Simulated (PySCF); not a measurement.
# SiCl₃ → SiCl + Cl₂

Level: PBE0 in the def2-TZVP basis family, all electrons, no relativity, computed in PySCF with density fitting; open shells unrestricted.

```json
{"species": "SiCl₃", "state and structure": "doublet, C3v, Si–Cl 2.043 Å (×3); Cl–Si–Cl 109.5° (×3)", "E (Eh)": "-1669.68231", "ZPE (kJ/mol)": "13.3", "H(298 K) − H(0) (kJ/mol)": "16.0", "S° (J/(mol K))": "319.5"}
{"species": "SiCl", "state and structure": "doublet, C∞v, Si–Cl 2.067 Å", "E (Eh)": "-749.41045", "ZPE (kJ/mol)": "3.2", "H(298 K) − H(0) (kJ/mol)": "9.2", "S° (J/(mol K))": "232.8"}
{"species": "Cl₂", "state and structure": "singlet, D∞h, Cl–Cl 1.982 Å", "E (Eh)": "-920.08940", "ZPE (kJ/mol)": "3.5", "H(298 K) − H(0) (kJ/mol)": "9.1", "S° (J/(mol K))": "222.5"}
```

**Question.** What is the electronic reaction energy?

**Answer.** At PBE0/def2-TZVP, ΔE = 479.0 kJ/mol from the differences of the total energies times 2625.5, uphill. 

**Question.** Add zero-point, thermal and entropy terms for 298.15 K and 1 bar.

**Answer.** ΔZPE = -6.6 and Δ[H(298) − H(0)] = 2.3 kJ/mol give ΔH° = 474.7 kJ/mol. ΔS° = 135.8 J/(mol K), so ΔG° = 474.7 − 298.15 × (0.1358) = 434 kJ/mol.

The entropy of SiCl lacks the orbital degeneracy of a ²Π state, up to R ln 2. Each species is the lowest minimum found with this bonding; other isomers or fragments can lie lower.
